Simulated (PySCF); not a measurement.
Simulated absorption spectrum

C₂H₈F₂SSi₂.
InChI=1S/C2H8F2SSi2/c3-2(4)1-5-7-6/h2H,1,7H2,6H3

Computed with TDDFT CAM-B3LYP/def2-SVPD, vertical, gas phase, core orbitals frozen in the response (PySCF 2.14.0, density-fitted response routines). One conformer (not necessarily the lowest) at the GFN2-xTB geometry, without solvent, vibrations or thermal averaging. Torsions of this conformer, `[F:1][CH:2]([F:3])[CH2:4][S:5][SiH2:6][SiH3:7]`: F1–C2–C4–S5 -79°, C2–C4–S5–Si6 78°, C4–S5–Si6–Si7 160°.

Computed states:

```json
{"state": "S1", "E (eV)": "5.65", "f": "0.0044"}
{"state": "S2", "E (eV)": "5.83", "f": "0.0055"}
{"state": "S3", "E (eV)": "6.69", "f": "0.0047"}
{"state": "S4", "E (eV)": "6.92", "f": "0.0043"}
{"state": "S5", "E (eV)": "7.03", "f": "0.014"}
{"state": "S6", "E (eV)": "7.19", "f": "0.018"}
{"state": "S7", "E (eV)": "7.22", "f": "0.078"}
{"state": "S8", "E (eV)": "7.29", "f": "0.0052"}
```

Each state is given a Gaussian of 0.25 eV full width at half maximum, with ε(max) = 2.175×10⁸ f / Δν̃ (Δν̃ the width in cm⁻¹). The width is an assumption, not a result. The curve ends short of the highest state used, and states not computed would add to its high-energy end.

(1) What does the envelope look like, and where are its maxima?

(2) Coming from long wavelengths, where does ε first pass 100 L mol⁻¹ cm⁻¹?

(3) On this curve, what absorbance would a 10⁻⁴ mol/L sample give at 222 nm over a 1 cm path?

Results:

(1) 
λ (nm), ε (L mol⁻¹ cm⁻¹) and a bar:
```
    185.3        565 ######################
    187.4        418 ################
    189.6        196 ########
    191.7         61 ##
    193.9         12 
    196.1          1 
    198.2          0 
    200.4          2 
    202.5         12 
    204.7         58 ##
    206.9        181 #######
    209.0        381 ###############
    211.2        607 ########################
    213.3        743 #############################
    215.5        769 ##############################
    217.7        710 ############################
    219.8        596 #######################
    222.0        429 #################
    224.1        262 ##########
    226.3        127 #####
    228.5         49 ##
    230.6         16 #
    232.8          4 
    234.9          1
```

Maxima: 215 nm (5.77 eV), ε about 770, made up of S1 (34%) and S2 (66%) (ε in L mol⁻¹ cm⁻¹; maxima over ε = 5, shares over 10%). At its high-energy end, 6.69 eV, the curve is still rising (ε about 560, from S3).

(2) At about 227 nm (5.47 eV), 0.19 eV below S1.

(3) 222 nm is 5.585 eV, where ε is about 430 L mol⁻¹ cm⁻¹, so A = ε c l ≈ 0.043 (Beer–Lambert, with the gas-phase spectrum and the assumed width).
